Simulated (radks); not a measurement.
Initial-state core-level shifts of the selenium ion Se+ when its valence configuration changes from [Ar] 3d10 4s2 4p3. Calculated with a radial shooting solver on a logarithmic mesh with Libxc functionals: non-relativistic Kohn-Sham, BLYP, spin-polarised, spherical densities, point nucleus; open shells are filled with parallel spins first. Shifts are changes of the shell-averaged eigenvalues in eV (positive: less bound); the change of the density at the nucleus, which sets a Mossbauer isomer shift, is in e/bohr^3, on a base of 2.709e+04.

| valence | 1s | 2s | 2p | 3s | density at nucleus |
|---|---|---|---|---|---|
| 3d10 4s1.5 4p3.5 | -0.786 | -0.772 | -0.768 | -0.782 | -9.624 |
| 3d9 4s2 4p4 | -14.969 | -16.472 | -16.356 | -12.741 | +10.933 |
| 3d10 4p5 | -3.298 | -3.233 | -3.219 | -3.257 | -39.577 |
| 3d9.5 4s2 4p3.5 | -7.396 | -8.129 | -8.071 | -6.351 | +5.379 |
| 3d8 4s2 4p5 | -30.643 | -33.786 | -33.559 | -25.623 | +22.578 |
| 3d10 4s1 4p4 | -1.560 | -1.533 | -1.525 | -1.553 | -19.397 |
| 3d9 4s1 4p5 | -16.400 | -17.891 | -17.765 | -14.166 | -10.785 |
| 3d7 4s2 4p6 | -47.027 | -51.926 | -51.599 | -38.627 | +34.932 |
| 3d9 4s1.5 4p4.5 | -15.689 | -17.186 | -17.065 | -13.458 | +0.133 |
